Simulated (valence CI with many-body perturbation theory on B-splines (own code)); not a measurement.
# Xe22+: key properties

Calculated by relativistic CI+MBPT: four valence electrons over a frozen Dirac-Fock core [Ar] 3d10, radial functions for each j: 11 s, 11 p, 10 d, 8 f, 5 g, 2 h, with the one-electron correlation potential Σ1, the two-electron term Σ2, the three-electron term Σ3, Breit, model QED; selected CI, second order for the rest, scaled by the run's own slope (own B-spline code, finite nucleus).

No measured levels were compared; by estimate levels hold to about 250 cm⁻¹ or 0.2 % of their energy and the worst to 1 %, as in measured heavy ions of charge 2 to 7; those with d or f electrons hold less well. Among the levels kept, up to 470 cm⁻¹ of a level comes from second order outside the variational space, and about a tenth of that is noise between levels of different J, which matters for small intervals.

Levels are named by their leading jj configuration (3d3/2^4 stands for four electrons in 3d with j = 3/2), which in mixed levels can hold well under half, so a name can repeat and another be missing.

Rates and lifetimes use the calculated energies. Strong lines usually hold to 10 to 20 %, long lifetimes can be off by a factor of two.

Task: What is the ground level?

Result: (4s^2 4p1/2^2) J=0, composition 77 % 4s2 4p2 3P + 22 % 4s2 4p2 1S.

Task: Among levels below 2159700 cm⁻¹, which E1 lines absorb most strongly from the ground level?

Result: to (4s^2 4p1/2 4d3/2) J=1 at 11.24 nm, f = 1.29; to (4s 4p1/2^2 4p3/2) J=1 at 17.30 nm, f = 0.384; to (4s 4p3/2^3) J=1 at 11.08 nm, f = 0.358.

Task: Name the longest-lived excited levels whose lifetime is computed, and their main decay.

Result: (4s^2 4p1/2 4p3/2) J=2 at 133420 cm⁻¹ lives 5.32 ms, mostly by E2 to (4s^2 4p1/2^2) J=0; (4s^2 4p3/2 4d5/2) J=4 at 966630 cm⁻¹ lives 49.0 μs, mostly by M1 to (4s^2 4p1/2 4d5/2) J=3; (4s^2 4p1/2 4p3/2) J=1 at 113580 cm⁻¹ lives 48.7 μs, mostly by M1 to (4s^2 4p1/2^2) J=0.

Task: How well does LS coupling describe the low levels?

Result: Among the lowest 20 levels the leading LS term, summed over configurations, holds 65 % on average. For single configurations the figures are 63 % in LS and 81 % in jj coupling. Terms mix most in the J = 1 level at 902580 cm⁻¹, where the leading one holds 38 %.

Task: Where does the other parity begin?

Result: At (4s 4p1/2^2 4p3/2) J=2, 505170 cm⁻¹.
